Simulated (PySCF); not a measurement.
**Energy of Mo⁺ (molybdenum, charge +1) between two integer charges**

The 4d alpha orbital of [Kr] 4d5 is emptied in steps (occupation f), with all orbitals relaxed, ending at [Kr] 4d4. Calculation: PySCF 2.14, in def2-SVP with the def2 core potential (28 electrons) (5s3p2d1f, 31 functions); scalar relativity through the core potential. The exact energy is a straight line in f; departures are measured from the line between the end points of the same method.

```json
{"f": "1", "B3LYP (eV)": "0.000"}
{"f": "0.8", "B3LYP (eV)": "-0.619"}
{"f": "0.6", "B3LYP (eV)": "-0.937"}
{"f": "0.4", "B3LYP (eV)": "-0.945"}
{"f": "0.2", "B3LYP (eV)": "-0.635"}
{"f": "0", "B3LYP (eV)": "0.000"}
```

```tsv
method	E(f=0) − E(f=1) (eV)	−ε at f=1 (eV)	−ε at f=0.4 (eV)
B3LYP	16.169	12.332	16.918
```

Orbital energy along the path (eV):

```csv
f,B3LYP
1,-12.332
0.8,-13.819
0.6,-15.348
0.4,-16.918
0.2,-18.526
0,-20.174
```

Reference removal energy between the ground levels: 16.16 ± 0.12 eV (semi-empirical (NIST evaluation); NIST Atomic Spectra Database, ionization energies). The calculation has no spin-orbit coupling. The determinant left behind need not be the lowest term of the ion.
